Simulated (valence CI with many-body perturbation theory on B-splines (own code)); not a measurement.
**E1 transitions of Mn¹⁹⁺**

Computed by relativistic CI+MBPT: four valence electrons over a frozen Dirac-Fock core [He], a basis of 11 s, 11 p, 9 d, 7 f, 5 g, 2 h, 1 i functions for each j, with the one-electron correlation potential Σ1, the two-electron term Σ2, the three-electron term Σ3, Breit, model QED; selected CI, second order for the rest (own B-spline code, finite nucleus).

No measured spectrum was set against this ion. As an estimate, levels of excited configurations hold to 0.05 to 0.15 % of their energy, terms of the ground configuration to about 0.5 %.

Lines 51 to 100 of 248 in falling wavelength, among levels below 72.588 Ry, chosen from the strongest by gf and those to the six lowest levels. Wavelengths and rates use the calculated energies, so an error of 500 cm⁻¹ moves a line at 440.7 Å by 0.22 % and its rate by three times that or more. Electric multipoles are in the length gauge, E1 and E2 with the static RPA response of the core. Weak lines are less certain than strong ones. Lines between different terms over intervals too small for the method are left out, as are lines whose strength nearly cancels. Where a level lies close to another of its J and parity, the split of strength between their lines is uncertain. The highest levels of a list are the least certain.

Names give the largest LS component (configuration and term), which can be under half, so a name can repeat, a term be missing and a line seem to break the LS rules; names also repeat where a configuration has a term twice. Letters in brackets count levels of one name in rising energy.

| λ vac (Å) | Upper | Lower | A (s⁻¹) | S (a.u.) |
| --- | --- | --- | --- | --- |
| 440.7 | 2s²2p3d ³P°_2 [b] | 2s²2p3p ³S_1 | 8.16e+08 | 1.72e-01 |
| 438.8 | 2s²2p3d ³P°_1 | 2s²2p3p ³S_1 | 1.27e+09 | 1.59e-01 |
| 433.5 | 2s2p²3p ³D°_3 [b] | 2s2p²3s ³D_3 | 2.05e+09 | 5.77e-01 |
| 401.2 | 2s²2p3p ¹D_2 | 2s²2p3s ¹P°_1 | 3.03e+09 | 4.82e-01 |
| 400.8 | 2s2p²3p ⁵S°_2 | 2s2p²3s ⁵P_3 | 2.65e+09 | 4.21e-01 |
| 383.7 | 2s2p²3p ³P°_1 [b] | 2s2p²3s ³D_2 | 1.97e+09 | 1.65e-01 |
| 342.6 | 2s2p²3p ⁵S°_2 | 2s2p²3s ⁵P_2 | 1.12e+09 | 1.11e-01 |
| 257.9 | 2s2p²3p ³D°_3 [b] | 2s2p²3s ³P_2 [a] | 1.58e+09 | 9.34e-02 |
| 192.3 | 2p⁴ ³P_2 | 2s2p³ ³S°_1 | 5.77e+09 | 1.01e-01 |
| 190.3 | 2p⁴ ¹D_2 | 2s2p³ ¹P°_1 | 4.12e+09 | 7.00e-02 |
| 188.5 | 2s2p³ ³D°_3 | 2s²2p² ¹D_2 | 7.67e+08 | 1.77e-02 |
| 175.8 | 2s2p²3p ¹F°_3 | 2s²2p3p ¹D_2 | 6.86e+09 | 1.29e-01 |
| 167.2 | 2p⁴ ³P_1 | 2s2p³ ³S°_1 | 1.13e+10 | 7.83e-02 |
| 160.3 | 2s2p²3s ³D_3 | 2s²2p3s ³P°_2 | 8.25e+09 | 1.17e-01 |
| 158.2 | 2s2p²3p ³F°_4 | 2s²2p3p ³D_3 | 4.41e+09 | 7.76e-02 |
| 155.2 | 2s2p³ ³D°_3 | 2s²2p² ³P_2 | 5.76e+09 | 7.44e-02 |
| 154.0 | 2p⁴ ¹D_2 | 2s2p³ ¹D°_2 | 2.97e+10 | 2.67e-01 |
| 150.8 | 2s2p³ ³D°_2 | 2s²2p² ³P_1 | 8.37e+09 | 7.09e-02 |
| 150.7 | 2s2p³ ³D°_1 | 2s²2p² ³P_1 | 9.01e+08 | 4.57e-03 |
| 145.2 | 2s2p²3p ³F°_3 | 2s²2p3p ³D_2 | 6.16e+09 | 6.51e-02 |
| 144.4 | 2s2p³ ³S°_1 | 2s²2p² ¹S_0 | 5.16e+08 | 2.30e-03 |
| 141.8 | 2s2p²3s ³D_2 | 2s²2p3s ³P°_1 | 9.04e+09 | 6.36e-02 |
| 140.0 | 2s2p²3p ³F°_2 | 2s²2p3p ³D_1 | 9.74e+09 | 6.59e-02 |
| 138.3 | 2s2p³ ³D°_1 | 2s²2p² ³P_0 | 9.75e+09 | 3.82e-02 |
| 135.0 | 2p⁴ ¹S_0 | 2s2p³ ¹P°_1 | 6.94e+10 | 8.44e-02 |
| 133.3 | 2s2p²3p ³D°_1 [b] | 2s²2p3p ³D_1 | 1.33e+10 | 4.67e-02 |
| 132.8 | 2p⁴ ³P_1 | 2s2p³ ³P°_2 | 1.42e+10 | 4.91e-02 |
| 131.9 | 2s2p³ ³P°_1 | 2s²2p² ³P_2 | 2.84e+09 | 9.65e-03 |
| 129.5 | 2s2p³ ³P°_2 | 2s²2p² ³P_2 | 1.79e+10 | 9.58e-02 |
| 126.5 | 2s2p³ ³P°_0 | 2s²2p² ³P_1 | 1.99e+10 | 1.98e-02 |
| 125.4 | 2s2p³ ³P°_1 | 2s²2p² ³P_1 | 1.34e+10 | 3.92e-02 |
| 124.5 | 2p⁴ ³P_2 | 2s2p³ ³D°_3 | 2.71e+10 | 1.29e-01 |
| 123.3 | 2s2p³ ³P°_2 | 2s²2p² ³P_1 | 5.35e+08 | 2.47e-03 |
| 121.5 | 2p⁴ ³P_2 | 2s2p³ ³D°_2 | 1.20e+10 | 5.31e-02 |
| 121.3 | 2s2p²3s ³S_1 [a] | 2s²2p3s ³P°_1 | 2.46e+10 | 6.48e-02 |
| 120.0 | 2s2p²3s ³S_1 [b] | 2s²2p3s ³P°_2 | 3.63e+10 | 9.28e-02 |
| 119.5 | 2s2p³ ¹D°_2 | 2s²2p² ¹D_2 | 4.27e+10 | 1.80e-01 |
| 119.1 | 2s2p³ ¹P°_1 | 2s²2p² ¹S_0 | 1.60e+10 | 4.00e-02 |
| 118.8 | 2s2p²3s ¹P_1 | 2s²2p3s ¹P°_1 | 4.91e+10 | 1.22e-01 |
| 117.9 | 2s2p²3s ³P_2 [b] | 2s²2p3s ³P°_2 | 3.85e+10 | 1.56e-01 |
| 116.7 | 2s2p³ ³P°_1 | 2s²2p² ³P_0 | 4.07e+09 | 9.57e-03 |
| 111.0 | 2p⁴ ³P_1 | 2s2p³ ³D°_2 | 2.03e+10 | 4.11e-02 |
| 107.8 | 2s2p³ ³S°_1 | 2s²2p² ³P_2 | 5.64e+10 | 1.05e-01 |
| 105.2 | 2s2p³ ¹D°_2 | 2s²2p² ³P_2 | 6.50e+09 | 1.87e-02 |
| 104.1 | 2s2p³ ¹P°_1 | 2s²2p² ¹D_2 | 6.07e+10 | 1.01e-01 |
| 103.5 | 2s2p³ ³S°_1 | 2s²2p² ³P_1 | 2.46e+10 | 4.03e-02 |
| 97.46 | 2s2p³ ³S°_1 | 2s²2p² ³P_0 | 9.05e+09 | 1.24e-02 |
| 90.66 | 2p⁴ ³P_2 | 2s2p³ ⁵S°_2 | 1.01e+09 | 1.85e-03 |
| 89.81 | 2s2p³ ¹P°_1 | 2s²2p² ³P_1 | 4.08e+09 | 4.37e-03 |
| 15.01 | 2s²2p3s ³P°_1 | 2s²2p² ¹S_0 | 3.08e+10 | 1.54e-04 |
